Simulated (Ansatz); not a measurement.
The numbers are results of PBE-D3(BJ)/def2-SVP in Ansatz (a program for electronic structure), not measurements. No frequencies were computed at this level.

Ansatz 0.2 input:
```yaml
crystal:
  periodic: [false, false, false]
  atoms:
    - { symbol: F, position_ang: [1.945913, 1.722876, 1.502243] }
    - { symbol: C, position_ang: [0.940284, 1.043638, 0.900442] }
    - { symbol: C, position_ang: [-0.353933, 1.428605, 1.166892] }
    - { symbol: C, position_ang: [-1.361512, 0.71407, 0.535834] }
    - { symbol: S, position_ang: [-3.073888, 0.969666, 0.678587] }
    - { symbol: C, position_ang: [-3.379783, -0.339805, -0.416227] }
    - { symbol: C, position_ang: [-2.259548, -0.93879, -0.866574] }
    - { symbol: C, position_ang: [-1.069801, -0.354037, -0.335516] }
    - { symbol: C, position_ang: [0.262711, -0.696827, -0.565565] }
    - { symbol: C, position_ang: [1.290542, -0.005581, 0.047051] }
    - { symbol: Si, position_ang: [3.119345, -0.40496, -0.209915] }
    - { symbol: H, position_ang: [-0.564966, 2.247465, 1.835414] }
    - { symbol: H, position_ang: [-4.398588, -0.577049, -0.653149] }
    - { symbol: H, position_ang: [-2.254101, -1.767568, -1.551525] }
    - { symbol: H, position_ang: [0.489084, -1.515, -1.232905] }
    - { symbol: H, position_ang: [3.182387, -1.533799, -1.140662] }
    - { symbol: H, position_ang: [3.780084, 0.770804, -0.775247] }
    - { symbol: H, position_ang: [3.70577, -0.763706, 1.080822] }
basis:
  gaussian: { orbitals: def2-svp }
hamiltonian:
  xc: pbe
  dispersion: d3bj
relax:
  max_steps: 150
```

Output:

```
Functional definition: PBE
2219 factors; their error is unknown
mean field evaluation 1: about -29783.5660 eV, gradient 8.5e1 eV
mean field evaluation 2: about -29719.8287 eV, gradient 1.8e2 eV
mean field evaluation 4: about -29800.8191 eV, gradient 3.4e1 eV
mean field evaluation 8: about -29803.8776 eV, gradient 4.0e-1 eV
mean field evaluation 16: about -29803.7235 eV, gradient 2.9e-3 eV
mean field -29803.72351945 eV, -1095.2666376503 hartree, gradient 2.3e-5 eV, S^2 0.000000; 0 other end points of the search recorded, 0 dependent functions left out
reference -29803.72356172 eV, -1095.2666392037 hartree; 47, 47 occupied and 150, 150 virtual orbitals, 2219 factors
relax step   1: F+E_penalty+E_count = -29804.36451306 eV  Δ(F+E_penalty+E_count) = +0.000e0 eV  max|allowed force component| = 9.176e-1 eV/Å  Δτ_max = 0.0000 Å  (34 SCF iters, accepted)
these checks for a lower state are left out or cut short: starts, cluster_reference, orbital_swaps, neighbouring_geometries, increment
2219 factors; their error is unknown
mean field -29803.89038733 eV, -1095.2727699317 hartree, gradient 1.2e-5 eV, S^2 0.000000; 0 other end points of the search recorded, 0 dependent functions left out
reference -29803.89043019 eV, -1095.2727715070 hartree; 47, 47 occupied and 150, 150 virtual orbitals, 2219 factors
relax step   2: F+E_penalty+E_count = -29804.52745877 eV  Δ(F+E_penalty+E_count) = -1.629e-1 eV  max|allowed force component| = 3.046e-1 eV/Å  Δτ_max = 0.0762 Å  (34 SCF iters, accepted)
these checks for a lower state are left out or cut short: starts, cluster_reference, orbital_swaps, neighbouring_geometries, increment
2219 factors; their error is unknown
mean field evaluation 32: about -29804.0641 eV, gradient 3.6e-3 eV
mean field -29803.90560340 eV, -1095.2733291122 hartree, gradient 1.3e-5 eV, S^2 0.000000; 0 other end points of the search recorded, 0 dependent functions left out
reference -29803.90564644 eV, -1095.2733306940 hartree; 47, 47 occupied and 150, 150 virtual orbitals, 2219 factors
relax step   3: F+E_penalty+E_count = -29804.54164729 eV  Δ(F+E_penalty+E_count) = -1.419e-2 eV  max|allowed force component| = 4.596e-2 eV/Å  Δτ_max = 0.0198 Å  (34 SCF iters, accepted)
these checks for a lower state are left out or cut short: starts, cluster_reference, orbital_swaps, neighbouring_geometries, increment
2219 factors; their error is unknown
mean field -29803.90602241 eV, -1095.2733445105 hartree, gradient 1.3e-5 eV, S^2 0.000000; 0 other end points of the search recorded, 0 dependent functions left out
reference -29803.90606547 eV, -1095.2733460928 hartree; 47, 47 occupied and 150, 150 virtual orbitals, 2219 factors
relax step   4: F+E_penalty+E_count = -29804.54201079 eV  Δ(F+E_penalty+E_count) = -3.635e-4 eV  max|allowed force component| = 2.248e-2 eV/Å  Δτ_max = 0.0062 Å  (35 SCF iters, accepted)
these checks for a lower state are left out or cut short: starts, cluster_reference, orbital_swaps, neighbouring_geometries, increment
2219 factors; their error is unknown
mean field -29803.90609840 eV, -1095.2733473031 hartree, gradient 1.3e-5 eV, S^2 0.000000; 0 other end points of the search recorded, 0 dependent functions left out
reference -29803.90614146 eV, -1095.2733488853 hartree; 47, 47 occupied and 150, 150 virtual orbitals, 2219 factors
relax step   5: F+E_penalty+E_count = -29804.54216657 eV  Δ(F+E_penalty+E_count) = -1.558e-4 eV  max|allowed force component| = 9.902e-3 eV/Å  Δτ_max = 0.0134 Å  (35 SCF iters, accepted)
2219 factors; their error is unknown
mean field evaluation 64: about -29803.9057 eV, gradient 4.0e-1 eV
mean field -29803.90609840 eV, -1095.2733473031 hartree, gradient 1.7e-5 eV, S^2 0.000000; 1 other end points of the search recorded, 0 dependent functions left out
reference -29803.90614146 eV, -1095.2733488853 hartree; 47, 47 occupied and 150, 150 virtual orbitals, 2219 factors
Total energy: -29804.54220963 eV, -1095.2967239595 hartree
Atom 0 at     1.948194     1.756061     1.529773 Å, force     0.000951     0.003601     0.003009 eV/Å
Atom 1 at     0.947733     1.073649     0.925552 Å, force    -0.000983    -0.006953    -0.005760 eV/Å
Atom 2 at    -0.366335     1.453963     1.187362 Å, force     0.001262    -0.001260    -0.001002 eV/Å
Atom 3 at    -1.380886     0.723634     0.542966 Å, force    -0.005609     0.000976     0.000538 eV/Å
Atom 4 at    -3.106550     0.974010     0.680865 Å, force     0.003065    -0.007961    -0.006395 eV/Å
Atom 5 at    -3.424591    -0.345922    -0.423071 Å, force     0.003381     0.004037     0.003400 eV/Å
Atom 6 at    -2.282840    -0.953379    -0.879573 Å, force    -0.001841    -0.000708    -0.000609 eV/Å
Atom 7 at    -1.083677    -0.360636    -0.341531 Å, force     0.003117     0.002868     0.002483 eV/Å
Atom 8 at     0.271198    -0.698601    -0.566696 Å, force    -0.002350     0.000146     0.000046 eV/Å
Atom 9 at     1.306970     0.010961     0.061384 Å, force    -0.009902     0.005910     0.004465 eV/Å
Atom 10 at     3.127897    -0.404042    -0.208813 Å, force     0.000378    -0.001604    -0.001304 eV/Å
Atom 11 at    -0.573535     2.289584     1.869894 Å, force    -0.001017    -0.001769    -0.001500 eV/Å
Atom 12 at    -4.464927    -0.593231    -0.669172 Å, force     0.003140     0.001559     0.001411 eV/Å
Atom 13 at    -2.284178    -1.800025    -1.579572 Å, force     0.000688     0.001805     0.001529 eV/Å
Atom 14 at     0.510528    -1.531969    -1.246080 Å, force    -0.000202     0.001774     0.001452 eV/Å
Atom 15 at     3.185371    -1.563688    -1.165240 Å, force     0.003114     0.001659     0.001497 eV/Å
Atom 16 at     3.872436     0.761675    -0.798685 Å, force     0.001317    -0.003820     0.000523 eV/Å
Atom 17 at     3.797192    -0.792041     1.080638 Å, force     0.001492    -0.000259    -0.003784 eV/Å
Dipole moment:    -0.349103    -0.155554    -0.142578 e Å
```

Cost: roughly 60 core-seconds.
